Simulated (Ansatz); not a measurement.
Ideal-gas functions of GaH$_{4}$NO$_{2}$ (`[NH2][Ga]([OH])[OH]`) at 400 K and 1 bar, from an Ansatz frequency run at PBE0-D4/def2-TZVP.

Molar mass 119.76 g/mol, point group C1 (symmetry number 1), electronic degeneracy 1, moments of inertia 81.558, 89.207, 170.541 u Å². Harmonic wavenumbers (cm⁻¹, unscaled): 165, 180, 198, 236, 287, 324, 352, 663, 717, 738, 761, 841, 867, 1563, 3613, 3716, 3905, 3913.

Use S(trans) = R[1.5 ln M + 2.5 ln T − 1.1517]; rotational temperatures θ = 24.2544 K / I; S(rot) = R[ln(√π/σ · √(T³/θAθBθC)) + 1.5]; for each mode x = 1.438777 ν̃/T, S = R[x/(eˣ − 1) − ln(1 − e⁻ˣ)] and H = RT x/(eˣ − 1); 1 cm⁻¹ = 0.0119627 kJ/mol; R = 8.31446 J/(mol·K).

Q: By hand: the entropy, in J/(mol·K).

A: Translation 174.6. Rotation: θ = 0.2974, 0.2719, 0.1422 K, giving 110.5. Vibration, mode by mode: 12.77, 12.07, 11.31, 9.92, 8.41, 7.50, 6.89, 2.82, 2.42, 2.28, 2.13, 1.70, 1.58, 0.20, 0.00, 0.00, 0.00, 0.00, in all 82.0. Electronic 0.0. Sum 367.1 J/(mol·K).

Q: By hand: H − E and G − E in kJ/mol, counted from the electronic energy.

A: Zero-point energy ½ × 23039 × 0.0119627 = 137.8; thermal vibration 18.4; translation, rotation and pV give 4 RT = 13.3. H − E = 169.5 kJ/mol, and G − E = 169.5 − 400 × 367.1/1000 = 22.7 kJ/mol.

Vibration gives 22 % of the entropy. The sum counts one conformer and one mirror image; others add a mixing term.
